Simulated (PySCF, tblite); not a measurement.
Compound: C₅H₁₁FSi.
Numbering: `[CH2:1]=[C:2]([CH3:3])[SiH2:4][C@@H:5]([CH3:6])[F:7]` (hydrogens: H8, H9 on C1; H10, H11, H12 on C3; H13, H14 on Si4; H15 on C5; H16, H17, H18 on C6)

Cartesian coordinates in Å at the GFN2-xTB level; atoms count from 1:
```
atom  x, y, z in Å
C1    -0.988    1.542   -0.828
C2    -1.271    0.305   -0.436
C3    -2.619   -0.035    0.122
Si4   -0.058   -1.139   -0.560
C5     1.706   -0.501   -0.983
C6     2.396    0.240    0.149
F7     2.478   -1.617   -1.311
H8    -1.709    2.343   -0.761
H9    -0.027    1.810   -1.235
H10   -2.519   -0.405    1.141
H11   -3.077   -0.828   -0.467
H12   -3.281    0.828    0.126
H13   -0.462   -2.067   -1.622
H14    0.017   -1.846    0.725
H15    1.714    0.112   -1.892
H16    2.471   -0.402    1.023
H17    3.400    0.543   -0.143
H18    1.820    1.123    0.411
```

Jobs on this species (18 atoms, 64 electrons) with PySCF (density fitting) and tblite. Hardware of each: Arm Neoverse N1, one thread, shared host. Times come from a shared host and carry two figures at best.

```json
{"level and settings": "GFN2-xTB", "work": "L-BFGS relaxation", "basis functions": "–", "SCF cycles": "–", "wall time": "?"}
{"level and settings": "wB97X-D/def2-SVPD", "work": "8 singlets by full TDDFT, 3 Tamm–Dancoff triplets, polarisability", "basis functions": "235", "SCF cycles": "12", "wall time": "1.8 min"}
{"level and settings": "PBE0/pcSseg-1", "work": "shieldings, charges and field gradients", "basis functions": "181", "SCF cycles": "13", "wall time": "52 s"}
{"level and settings": "GFN2-xTB", "work": "Hessian by finite differences", "basis functions": "–", "SCF cycles": "–", "wall time": "1.1 s"}
```

Problem. Fill in the missing figures.

Solution. 
- GFN2-xTB; L-BFGS relaxation: 2.1 s

Problem. What do all jobs in the table cost together?

Solution. About 2.7 min; the longest takes about 66 % of that, and about 98 times as long as the shortest.
